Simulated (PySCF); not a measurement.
**29Si chemical shifts**

[PySCF: structure optimised with GFN2-xTB; PBE0/pcSseg-1 with gauge-including orbitals; relativity neglected; single conformer; in vacuum; averaged over atoms made equivalent by symmetry, fast rotation or ring inversion]

Shieldings were converted by a linear fit to measured shifts: 29Si (scatter 8.9 ppm rms, 25.8 ppm with the 6 outliers that the fit left out vs TMS, solution or neat liquid). Occasional misses reach two or three times the rms, and more in compound classes unlike the fitted ones.

Problem. Give the 29Si shifts of `[SiH3]O[SiH2][SiH2]N1CCCC1`, `[SiH3]O[Si@@H]([SiH3])N1CCCC1`, `C/C(=C\N([SiH3])[SiH3])CO[SiH3]`, `O=CO[SiH3]`, `O=CO[SiH3]`, `CC#C[C@](F)(CC)[SiH2]O`, `C=C(C)C[SiH2]O/C=C/F`, `CC(C)O[Si@@H]1N[SiH2]C[SiH2]1`, `O[SiH2]N([SiH3])[SiH2]C1CCC1`, `CO[SiH2]C/C=C\C=C\F`, `[SiH3]C[Si@]1(N[SiH3])CCCO1`.

Solution. 
```json
{"compound": "[SiH3:1][O:2][SiH2:3][SiH2:4][N:5]1[CH2:6][CH2:7][CH2:8][CH2:9]1", "environment": "Si3: silicon bonded to O, Si, 2 H", "δ (ppm)": "-32.7"}
{"compound": "[SiH3:1][O:2][SiH2:3][SiH2:4][N:5]1[CH2:6][CH2:7][CH2:8][CH2:9]1", "environment": "Si1: silicon bonded to O, 3 H", "δ (ppm)": "-43.1"}
{"compound": "[SiH3:1][O:2][SiH2:3][SiH2:4][N:5]1[CH2:6][CH2:7][CH2:8][CH2:9]1", "environment": "Si4: silicon bonded to N, Si, 2 H", "δ (ppm)": "-57.5"}
{"compound": "[SiH3:1][O:2][Si@@H:3]([SiH3:4])[N:5]1[CH2:6][CH2:7][CH2:8][CH2:9]1", "environment": "Si3: silicon bonded to N, O, Si, H", "δ (ppm)": "-24.8"}
{"compound": "[SiH3:1][O:2][Si@@H:3]([SiH3:4])[N:5]1[CH2:6][CH2:7][CH2:8][CH2:9]1", "environment": "Si1: silicon bonded to O, 3 H", "δ (ppm)": "-45.4"}
{"compound": "[SiH3:1][O:2][Si@@H:3]([SiH3:4])[N:5]1[CH2:6][CH2:7][CH2:8][CH2:9]1", "environment": "Si4: silicon bonded to Si, 3 H", "δ (ppm)": "-110.9"}
{"compound": "[CH3:1]/[C:2](=[CH:3]\\[N:4]([SiH3:5])[SiH3:6])[CH2:7][O:8][SiH3:9]", "environment": "Si9: silicon bonded to O, 3 H", "δ (ppm)": "-38.6"}
{"compound": "[CH3:1]/[C:2](=[CH:3]\\[N:4]([SiH3:5])[SiH3:6])[CH2:7][O:8][SiH3:9]", "environment": "Si5/6: silicon bonded to N, 3 H (×2)", "δ (ppm)": "-46.3"}
{"compound": "O=CO[SiH3]", "environment": "silicon bonded to O, 3 H", "δ (ppm)": "-38.8"}
{"compound": "O=CO[SiH3]", "environment": "silicon bonded to O, 3 H", "δ (ppm)": "-38.8"}
{"compound": "CC#C[C@](F)(CC)[SiH2]O", "environment": "silicon bonded to C, O, 2 H", "δ (ppm)": "-23.5"}
{"compound": "C=C(C)C[SiH2]O/C=C/F", "environment": "silicon bonded to C, O, 2 H", "δ (ppm)": "-22.5"}
{"compound": "[CH3:1][CH:2]([CH3:3])[O:4][Si@@H:5]1[NH:6][SiH2:7][CH2:8][SiH2:9]1", "environment": "Si5: silicon bonded to N, O, Si, H, in a 5-membered ring", "δ (ppm)": "-20.6"}
{"compound": "[CH3:1][CH:2]([CH3:3])[O:4][Si@@H:5]1[NH:6][SiH2:7][CH2:8][SiH2:9]1", "environment": "Si7: silicon bonded to C, N, 2 H, in a 5-membered ring", "δ (ppm)": "-29.7"}
{"compound": "[CH3:1][CH:2]([CH3:3])[O:4][Si@@H:5]1[NH:6][SiH2:7][CH2:8][SiH2:9]1", "environment": "Si9: silicon bonded to C, Si, 2 H, in a 5-membered ring", "δ (ppm)": "-78.4"}
{"compound": "[OH:1][SiH2:2][N:3]([SiH3:4])[SiH2:5][CH:6]1[CH2:7][CH2:8][CH2:9]1", "environment": "Si5: silicon bonded to C, N, 2 H", "δ (ppm)": "-25.1"}
{"compound": "[OH:1][SiH2:2][N:3]([SiH3:4])[SiH2:5][CH:6]1[CH2:7][CH2:8][CH2:9]1", "environment": "Si2: silicon bonded to N, O, 2 H", "δ (ppm)": "-29.3"}
{"compound": "[OH:1][SiH2:2][N:3]([SiH3:4])[SiH2:5][CH:6]1[CH2:7][CH2:8][CH2:9]1", "environment": "Si4: silicon bonded to N, 3 H", "δ (ppm)": "-51.8"}
{"compound": "CO[SiH2]C/C=C\\C=C\\F", "environment": "silicon bonded to C, O, 2 H", "δ (ppm)": "-27.0"}
{"compound": "[SiH3:1][CH2:2][Si@:3]1([NH:4][SiH3:5])[CH2:6][CH2:7][CH2:8][O:9]1", "environment": "Si3: silicon bonded to 2 C, N, O, in a 5-membered ring", "δ (ppm)": "7.2"}
{"compound": "[SiH3:1][CH2:2][Si@:3]1([NH:4][SiH3:5])[CH2:6][CH2:7][CH2:8][O:9]1", "environment": "Si5: silicon bonded to N, 3 H", "δ (ppm)": "-56.7"}
{"compound": "[SiH3:1][CH2:2][Si@:3]1([NH:4][SiH3:5])[CH2:6][CH2:7][CH2:8][O:9]1", "environment": "Si1: silicon bonded to C, 3 H", "δ (ppm)": "-70.5"}
```
